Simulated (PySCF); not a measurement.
C3H9O3Si, SMILES CO[Si](OC)OC, multiplicity 2.

Geometry: PBE0-D3(BJ)/def2-SVP. The isomer is the one that the SMILES or the coordinates give; other isomers of the formula were not compared. One conformer was computed; it need not be the lowest.

Computed with PBE0-D3(BJ)/def2-SVP in PySCF.

Frequencies are harmonic and unscaled.

Modes within 1.5 cm⁻¹ of each other (mostly degenerate sets) share a row, with their intensities summed.

```json
[
 {"mode": "1", "ν (cm⁻¹)": "44", "IR (km/mol)": "9.7", "moving atoms (share of kinetic energy)": "C 39 %, H 27 %, O 23 %, Si 12 %"},
 {"mode": "2–3", "ν (cm⁻¹)": "52", "IR (km/mol)": "6.6", "moving atoms (share of kinetic energy)": "C 41 %, O 27 %, H 26 %"},
 {"mode": "4", "ν (cm⁻¹)": "80", "IR (km/mol)": "0.0", "moving atoms (share of kinetic energy)": "H 100 %"},
 {"mode": "5–6", "ν (cm⁻¹)": "82", "IR (km/mol)": "0.3", "moving atoms (share of kinetic energy)": "H 96 %"},
 {"mode": "7–8", "ν (cm⁻¹)": "139", "IR (km/mol)": "2.1", "moving atoms (share of kinetic energy)": "O 47 %, C 28 %, H 21 %"},
 {"mode": "9", "ν (cm⁻¹)": "205", "IR (km/mol)": "0.4", "moving atoms (share of kinetic energy)": "O 39 %, C 36 %, H 23 %"},
 {"mode": "10–11", "ν (cm⁻¹)": "340", "IR (km/mol)": "26.0", "moving atoms (share of kinetic energy)": "O 63 %, C 16 %, Si 11 %, H 10 %"},
 {"mode": "12", "ν (cm⁻¹)": "377", "IR (km/mol)": "42.4", "moving atoms (share of kinetic energy)": "O 54 %, Si 33 %, C 9 %"},
 {"mode": "13", "ν (cm⁻¹)": "692", "IR (km/mol)": "50.5", "moving atoms (share of kinetic energy)": "O 48 %, Si 29 %, C 16 %"},
 {"mode": "14–15", "ν (cm⁻¹)": "818", "IR (km/mol)": "212.5", "moving atoms (share of kinetic energy)": "Si 49 %, O 28 %, C 16 %"},
 {"mode": "16–17", "ν (cm⁻¹)": "1171", "IR (km/mol)": "491.3", "moving atoms (share of kinetic energy)": "H 39 %, C 30 %, O 29 %"},
 {"mode": "18–21", "ν (cm⁻¹)": "1178", "IR (km/mol)": "22.6", "moving atoms (share of kinetic energy)": "H 70 %, C 21 %, O 9 %"},
 {"mode": "22–23", "ν (cm⁻¹)": "1213", "IR (km/mol)": "514.1", "moving atoms (share of kinetic energy)": "H 40 %, O 32 %, C 26 %"},
 {"mode": "24", "ν (cm⁻¹)": "1225", "IR (km/mol)": "7.4", "moving atoms (share of kinetic energy)": "O 46 %, C 30 %, H 23 %"},
 {"mode": "25", "ν (cm⁻¹)": "1468", "IR (km/mol)": "0.4", "moving atoms (share of kinetic energy)": "H 90 %, C 9 %"},
 {"mode": "26–27", "ν (cm⁻¹)": "1470", "IR (km/mol)": "13.0", "moving atoms (share of kinetic energy)": "H 90 %, C 8 %"},
 {"mode": "28–30", "ν (cm⁻¹)": "1475", "IR (km/mol)": "15.7", "moving atoms (share of kinetic energy)": "H 94 %"},
 {"mode": "31–33", "ν (cm⁻¹)": "1479", "IR (km/mol)": "24.5", "moving atoms (share of kinetic energy)": "H 96 %"},
 {"mode": "34–35", "ν (cm⁻¹)": "3024", "IR (km/mol)": "232.5", "moving atoms (share of kinetic energy)": "H 97 %"},
 {"mode": "36", "ν (cm⁻¹)": "3026", "IR (km/mol)": "1.9", "moving atoms (share of kinetic energy)": "H 97 %"},
 {"mode": "37–39", "ν (cm⁻¹)": "3109", "IR (km/mol)": "89.8", "moving atoms (share of kinetic energy)": "H 90 %, C 10 %"},
 {"mode": "40–42", "ν (cm⁻¹)": "3144", "IR (km/mol)": "67.7", "moving atoms (share of kinetic energy)": "H 90 %, C 10 %"}
]
```
